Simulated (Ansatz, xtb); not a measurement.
C5H3NO: 4 structures ranked

4 gas-phase structures of C5H3NO, from a drawn sample of its isomers (lower ones may exist). Each was relaxed with GFN2-xTB:

A. `C#Cc1cnco1`, a singlet
B. `C#Cc1ncco1`, a singlet
C. `N#Cc1ccco1`, a singlet
D. `C#Cc1cocn1`, a singlet

Problem. Make a reasoned guess at their ranking by r2SCAN-D4/def2-SVP single-point energy.

Solution. Calculated order at r2SCAN-D4/def2-SVP: C (0.0), A (119.4), D (125.0), B (126.9) kJ/mol. Less than 1 kcal/mol parts D and B, so the order within that pair means little.

Energies above the lowest of each column, in kJ/mol; the last columns are at B3LYP-D3(BJ)/def2-SVP geometries and were run for some of them only (a dash: not run or not comparable):

| structure | GFN2-xTB | HF/STO-3G | r2SCAN-D4/def2-SVP | B3LYP-D3(BJ)/def2-SVP | CCSD(T)/def2-SVP + ΔMP2/def2-TZVPP |
| --- | --- | --- | --- | --- | --- |
| C | 0.0 | 0.0 | 0.0 | 0.0 | 0.0 |
| A | 53.4 | 162.2 | 119.4 | 120.1 | 121.0 |
| D | 57.3 | 163.3 | 125.0 | 124.7 | 123.0 |
| B | 56.9 | 165.4 | 126.9 | – | – |

Every level run on C puts it lowest or level with the lowest. Frequencies (GFN2-xTB) were run for A, C, D alone. ΔMP2 is the change of the MP2 energy from the smaller to the larger basis.

Over these structures GFN2-xTB departs from r2SCAN-D4/def2-SVP by 25.5 kJ/mol on average once a common shift is removed. A GFN2-xTB relaxation took about 0.085 s and the r2SCAN-D4/def2-SVP energy about 1.6 s on a shared host (Ansatz 0.2.0, xtb 6.7.1).
